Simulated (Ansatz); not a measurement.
`[OH][GeH]([OH])[Cl]` + `C[O][Al]([F])[O][SiH3]` → `[OH][GeH]([OH])[O][SiH3]` + `C[O][Al]([F])[Cl]`  (redistribution)

Calculated with Ansatz (gas phase, PBE0-D4/def2-TZVP geometries, no zero-point term in ΔE). CBS: MP2 limit from def2 TZ/QZ plus the TZ coupled-cluster correction, frozen cores. Functionals use def2-TZVPP. For Ge outer-core shells are correlated without core-valence functions, which leaves a few kJ/mol of doubt a bond. Scalar relativity is left out up to krypton. One conformer a species, not always the lowest.

(1) Is it downhill or uphill in electronic energy at CCSD(T)/CBS, and by how much? (An estimate is asked.)

(2) What do these levels give: ωB97X-V, PBE0, HF/def2-QZVPP, MP2/def2-QZVPP, SCS-MP2/def2-QZVPP, MP2/CBS(def2)? (Best estimate.)

Largest T1 diagnostic among the species: 0.012.

Answers

(1) Computed: Uphill: ΔE = +3.7 kcal/mol.

(2) The calculation gave: ωB97X-V 4.0, PBE0 5.0, HF/def2-QZVPP 4.7, MP2/def2-QZVPP 3.9, SCS-MP2/def2-QZVPP 4.1, MP2/CBS(def2) 3.9 kcal/mol.
